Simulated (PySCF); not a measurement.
**Curvature of the energy in the electron number along group 14, charge +2**

Calculated with PySCF 2.14, in def2-SVP, non-relativistic, def2-SVP with the def2 core potential (28 electrons), ECP, def2-SVP with the def2 core potential (60 electrons), ECP: one orbital is emptied in steps, and each cell gives the departure of E from the straight line at half an electron, in eV (from a cubic fit). The exact functional gives zero.

```tsv
species	orbital	LDA	PBE	r2SCAN	PBE0	BHandHLYP	LC-wPBE	UHF
Si²⁺	3s beta	-1.21	-1.22	-1.00	-0.90	-0.68	-0.20	0.03
Ge²⁺	4s beta	-1.26	-1.27	-1.07	-0.93	-0.66	-0.19	0.05
Sn²⁺	5s beta	-1.16	-1.16	-1.00	-0.85	-0.59	-0.14	0.05
Pb²⁺	6s beta	-1.20	-1.19	-1.07	-0.87	-0.58	-0.16	0.07
```

**Question.** How does the mean departure depend on the functional?

**Answer.** LDA -1.20 eV; PBE -1.21 eV; r2SCAN -1.04 eV; PBE0 -0.89 eV; BHandHLYP -0.63 eV; LC-wPBE -0.17 eV; UHF 0.05 eV. Semilocal functionals are convex (delocalisation error), Hartree-Fock is concave or straight, and exact exchange removes curvature roughly in proportion to its share, so among the functionals the range-separated hybrids usually come closest to zero.

No spin-orbit coupling is included.
